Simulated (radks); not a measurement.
Valence configurations of the germanium ion Ge+ (all share [Ar]). All-electron calculation, scalar-relativistic Kohn-Sham, PBE, spin-polarised, spherical densities, point nucleus; open shells are filled with parallel spins first. Program: a radial shooting solver on a logarithmic mesh with Libxc functionals. Energies are relative to 3d10 4s2 4p1; eigenvalues in eV for spin up.

| valence | E (eV) | moment (Bohr magnetons) | e(3d) | e(4p) | e(4s) |
|---|---|---|---|---|---|
| 3d10 4s2 4p1 | 0.000 | 1 | -38.321 | -11.671 | -20.274 |
| 3d10 4s1.5 4p1.5 | 3.603 | 2 | -39.141 | -12.378 | -21.124 |
| 3d10 4s1 4p2 | 6.792 | 3 | -39.877 | -12.973 | -21.872 |
| 3d9.5 4s2 4p1.5 | 14.150 | 2 | -43.732 | -12.831 | -21.932 |
| 3d10 4p3 | 15.751 | 3 | -41.485 | -13.689 | - |
| 3d9.5 4s1.5 4p2 | 17.725 | 3 | -44.480 | -13.467 | -22.703 |
| 3d9 4s2 4p2 | 30.104 | 3 | -49.279 | -13.938 | -23.522 |
| 3d9 4s1.5 4p2.5 | 33.645 | 4 | -49.966 | -14.519 | -24.229 |
| 3d8.5 4s1.5 4p3 | 51.424 | 5 | -55.595 | -15.542 | -25.711 |
| 3d8 4s2 4p3 | 67.670 | 5 | -60.775 | -16.043 | -26.546 |

NIST lists [Ar] 3d10 4s2 4p1 as the ground configuration; this level of theory agrees among the configurations tried. The energies are those of spherical high-spin densities, not of single terms.
